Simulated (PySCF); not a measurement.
# C₆ coefficients of unlike pairs at PBE0

Calculated with PySCF 2.14 from the dipole response of each species, C₆(A,B) = (3/π) ∫ α_A(iu) α_B(iu) du, in atomic units, from isotropic polarisabilities. For ions this is the dispersion term alone; charge-induced terms of lower order in 1/R come first.

```json
{"species": "Ar", "configuration": "[Ar] (1S)", "basis": "def2-TZVPPD (6s6p4d1f)", "relativity": "none", "α (bohr³)": "11.33", "C₆ (like pair)": "66.10"}
{"species": "Ar(3+)", "configuration": "[Ne] 3s2 3p3 (4S)", "basis": "aug-cc-pwCVTZ (8s7p5d3f)", "relativity": "none", "α (bohr³)": "3.619", "C₆ (like pair)": "9.822"}
{"species": "Kr", "configuration": "[Kr] (1S)", "basis": "aug-cc-pVQZ-DK (8s7p5d3f2g)", "relativity": "spin-free X2C", "α (bohr³)": "17.21", "C₆ (like pair)": "133.1"}
{"species": "Sc(3+)", "configuration": "[Ar] (1S)", "basis": "aug-cc-pwCVTZ-DK (10s9p7d4f3g)", "relativity": "spin-free X2C", "α (bohr³)": "2.140", "C₆ (like pair)": "5.658"}
```

(1) Estimate C₆ for Sc(3+) with Kr.

No spin-orbit coupling is included.

The other pairs:

```csv
pair,C₆
"Sc(3+), Ar(3+)",7.268
"Kr, Ar(3+)",35.19
"Ar(3+), Ar",25.09
"Sc(3+), Ar",17.87
"Kr, Ar",93.61
```

Answers

(1) The integral gives 24.76. The combination rule 2 C_A C_B / (C_A α_B/α_A + C_B α_A/α_B) gives 24.27 and the geometric mean 27.44.
